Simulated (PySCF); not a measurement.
# Working out the ionisation energy of Si²⁺

Si²⁺ [Ne] 3s2 (1S) → Si³⁺ [Ne] 3s1 (2S). All numbers are calculated (PySCF 2.14, scalar relativity by spin-free X2C-1e, in x2c-QZVPPall (9s6p4d2f1g, 70 functions)). Frozen: 1s2. Energies in hartree (1 hartree = 27.21139 eV):

```json
{"part": "UHF", "Si²⁺ (lower)": "-288.601185", "Si³⁺ (upper)": "-287.424485"}
{"part": "MP2 opposite-spin", "Si²⁺ (lower)": "-0.159358", "Si³⁺ (upper)": "-0.121016"}
{"part": "MP2 same-spin", "Si²⁺ (lower)": "-0.054162", "Si³⁺ (upper)": "-0.049590"}
```

Question: What does Hartree-Fock give?

Answer: (-287.424485) − (-288.601185) = 1.176700 hartree = 32.020 eV.

Question: What do MP2 and SCS-MP2 (6/5 opposite-spin, 1/3 same-spin) give?

Answer: The opposite-spin parts differ by 1.043 eV and the same-spin parts by 0.124 eV. MP2: 32.020 + (1.043) + (0.124) = 33.187 eV. SCS-MP2: 32.020 + 1.2 × (1.043) + (0.124)/3 = 33.313 eV.

Measured between the centres of the two terms (NIST): 33.493 eV, so MP2 (valence and next inner shell) is off by -0.306 eV.

What remains against the reference includes basis incompleteness, the frozen core and correlation beyond second order.
